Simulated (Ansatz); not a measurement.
AlF$_{3}$H$_{3}$P, SMILES `[F][Al-]([F])([F])[PH3+]`. Total charge 0; spin multiplicity 1. The geometry is a stationary point of PBE0-D4/def2-TZVP. It is one conformer, not always the lowest.

```xyz
8

F    -0.896   -1.510    1.523
Al   -0.786   -1.147   -0.084
F     0.211   -2.082   -1.011
F    -2.119   -0.499   -0.812
P     0.620    0.905    0.066
H     1.893    0.786    0.652
H     0.115    1.994    0.799
H     0.962    1.554   -1.133
```

Task: What is the dipole moment at PBE/def2-TZVPP? (An estimate is asked.)

Result: Ansatz gave: 5.54 D, with components (3.13, 4.56, 0.34) D in this frame, pointing from negative to positive charge.

Task: And with r2SCAN, B3LYP, ωB97M-V? (Estimate.)

Result: Computed: r2SCAN 5.65 D, B3LYP 5.63 D, ωB97M-V 5.57 D.

Task: Give the Mulliken charges with PBE, ωB97M-V, B3LYP in def2-TZVPP. (Best estimate.)

Result: Ansatz gave: 
```json
{"atom": "F1", "PBE": "-0.34", "ωB97M-V": "-0.37", "B3LYP": "-0.38"}
{"atom": "Al2", "PBE": "0.72", "ωB97M-V": "0.80", "B3LYP": "0.85"}
{"atom": "F3", "PBE": "-0.34", "ωB97M-V": "-0.37", "B3LYP": "-0.38"}
{"atom": "F4", "PBE": "-0.34", "ωB97M-V": "-0.37", "B3LYP": "-0.38"}
{"atom": "P5", "PBE": "0.02", "ωB97M-V": "-0.03", "B3LYP": "0.04"}
{"atom": "H6", "PBE": "0.09", "ωB97M-V": "0.11", "B3LYP": "0.08"}
{"atom": "H7", "PBE": "0.09", "ωB97M-V": "0.11", "B3LYP": "0.08"}
{"atom": "H8", "PBE": "0.09", "ωB97M-V": "0.11", "B3LYP": "0.08"}
```

B3LYP here is the variant with VWN-RPA as its local correlation; programs differ in this.
